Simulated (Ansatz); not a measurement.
`CC1(S)[SiH2]S1` → `[CH2]` (triplet) + `SC1[SiH2]S1`  (formal loss of a carbene)

Gas-phase electronic energies from Ansatz, PBE0-D4/def2-TZVP geometries. CCSD(T)/CBS adds triple-zeta CCSD(T) − MP2 to the extrapolated MP2 energy (def2 sets, frozen cores). This one scheme is used for every species. Functionals use def2-TZVPP. B3LYP here is the variant with VWN-RPA as its local correlation; programs differ in this. Triplets are unrestricted, without spin–orbit coupling. One conformer a species, not always the lowest.

```
             level  ΔE (kJ/mol)  difference from CCSD(T)/CBS
            PBE-D4        448.8                          4.7
         r2SCAN-D4        419.4                        -24.7
           PBE0-D4        439.5                         -4.6
          B3LYP-D4        434.6                         -9.5
           ωB97X-V        451.5                          7.4
           ωB97M-V        444.0                         -0.1
            B2PLYP        430.3                        -13.8
               PBE        438.7                         -5.4
            r2SCAN        416.7                        -27.4
              PBE0        430.8                        -13.3
             B3LYP        418.5                        -25.6
     HF/def2-TZVPP        286.0                       -158.1
    MP2/def2-TZVPP        449.8                          5.7
SCS-MP2/def2-TZVPP        447.2                          3.1
   CCSD/def2-TZVPP        418.7                        -25.4
CCSD(T)/def2-TZVPP        432.3                        -11.8
     HF/def2-QZVPP        285.9                       -158.2
    MP2/def2-QZVPP        456.6                         12.5
SCS-MP2/def2-QZVPP        455.2                         11.1
      HF/CBS(def2)        285.9                       -158.2
     MP2/CBS(def2)        461.6                         17.5
    CCSD/CBS(def2)        430.5                        -13.6
       CCSD(T)/CBS        444.1                            0
```

Largest T1 diagnostic among the species: 0.013.

From PBE to PBE0 (25 % exact exchange), in def2-TZVPP and without D4, ΔE moves by −8.0 kJ/mol. The D4 term adds +16.1 kJ/mol with B3LYP and +8.7 kJ/mol with PBE0; it sums over pairs of atoms, weighted by their polarisabilities, and B3LYP, whose exchange is more repulsive, gets the larger term.
